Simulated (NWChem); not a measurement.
Species: SiH3SeF; SMILES F[Se][SiH3]

```xyz
6

Se    -0.4306     0.5621     0.0000
F      1.2606     1.1738     0.0000
Si     0.1776    -1.6637     0.0000
H      0.9658    -1.9981     1.2115
H      0.9658    -1.9981    -1.2115
H     -1.1219    -2.3882     0.0000
```
Atoms are numbered in this order, from 1.

All runs use the structure optimised with B3LYP/6-31G* (spherical d).

Symmetry labels are those of Cs in the frame above (b1 and b2, or b-type labels, depend on it).

**Question.** List the 6 lowest vertical singlet excitations from BHandHLYP/def2-SVPD, full TDDFT (NWChem).

**Answer.** 
| state | energy (eV) | oscillator strength | symmetry | leading excitation (squared amplitude) |
|---|---|---|---|---|
| S1 | 3.04 | 0.000 | a" | HOMO → LUMO (0.98) |
| S2 | 5.17 | 0.003 | a' | HOMO−1 → LUMO (0.96) |
| S3 | 5.70 | 0.017 | a" | HOMO → LUMO+1 (0.95) |
| S4 | 6.86 | 0.029 | a" | HOMO → LUMO+2 (0.95) |
| S5 | 7.38 | 0.002 | a' | HOMO → LUMO+4 (0.56) |
| S6 | 7.53 | 0.000 | a" | HOMO → LUMO+5 (0.86) |
